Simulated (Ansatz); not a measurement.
`CC[SiH](Cl)OC` + `C[S][Al]([F])[SiH3]` → `CO[SiH](Cl)SC` + `C[CH2][Al]([F])[SiH3]`  (redistribution)

Computed with Ansatz on PBE0-D4/def2-TZVP structures; ΔE is electronic, products minus reactants. CBS: MP2 limit from def2 TZ/QZ plus the TZ coupled-cluster correction, frozen cores. Functionals use def2-TZVPP. One conformer a species, not always the lowest.

`CC[SiH](Cl)OC`:

Cartesian coordinates in Å:
```
C 0.041 0.141 2.574
C 0.098 0.802 1.200
Si 0.005 -0.393 -0.212
Cl -1.775 -1.442 -0.127
O 0.079 0.452 -1.604
C 0.032 -0.124 -2.891
H 0.856 -0.575 2.711
H -0.897 -0.401 2.714
H 0.119 0.882 3.373
H 1.029 1.368 1.079
H -0.717 1.523 1.079
H 1.066 -1.433 -0.177
H -0.954 -0.552 -3.093
H 0.232 0.661 -3.621
H 0.787 -0.910 -3.006
```

`C[S][Al]([F])[SiH3]`:

```xyz
11

C     1.233   -1.634   -0.482
S     1.444   -0.273   -1.677
Al    0.066    1.210   -0.910
F    -0.026    2.613   -1.775
Si   -1.344    0.989    1.076
H     0.548   -1.375    0.325
H     0.848   -2.506   -1.010
H     2.207   -1.871   -0.055
H    -0.966   -0.182    1.914
H    -2.769    0.819    0.675
H    -1.242    2.212    1.918
```

`CO[SiH](Cl)SC`:

Z-matrix (Å, degrees):
```
C
O 1 1.413
H 1 1.094 2 111.0
H 1 1.095 2 111.3 3 -121.5
H 1 1.090 2 107.8 3 119.3
Si 2 1.622 1 125.3 3 63.9
S 6 2.102 2 105.6 1 -176.6
Cl 6 2.064 2 110.4 1 -55.6
H 6 1.482 2 112.6 1 60.4
C 7 1.819 6 97.8 2 -179.3
H 10 1.089 7 110.9 6 -66.6
H 10 1.090 7 111.4 6 56.4
H 10 1.089 7 106.3 6 174.7
```

`C[CH2][Al]([F])[SiH3]`:

Cartesian coordinates in Å:
```
C 1.015 -1.247 0.923
C 1.552 -0.208 -0.061
Al 0.195 0.959 -0.838
F 0.688 2.118 -1.916
Si -2.214 0.842 -0.377
H 0.283 -1.912 0.455
H 0.515 -0.780 1.776
H 1.811 -1.880 1.325
H 2.085 -0.697 -0.886
H 2.307 0.426 0.421
H -2.471 0.543 1.062
H -2.931 2.100 -0.720
H -2.836 -0.263 -1.164
```

Task: Is it downhill or uphill in electronic energy at CCSD(T)/CBS, and by how much? (An estimate is asked.)

Result: Computed: Uphill: ΔE = +0.67 eV.

Task: What do these levels give: PBE-D4, PBE0, SCS-MP2/def2-TZVPP, CCSD/def2-TZVPP, HF/CBS(def2), CCSD/CBS(def2)? (Estimate.)

Result: The calculation gave: PBE-D4 0.62, PBE0 0.65, SCS-MP2/def2-TZVPP 0.67, CCSD/def2-TZVPP 0.68, HF/CBS(def2) 0.72, CCSD/CBS(def2) 0.67 eV.

Largest T1 diagnostic among the species: 0.013.

In def2-TZVPP, CCSD(T) changes the Hartree–Fock value by −0.04 eV (the triples alone add −0.00 eV) and MP2 by −0.05 eV.
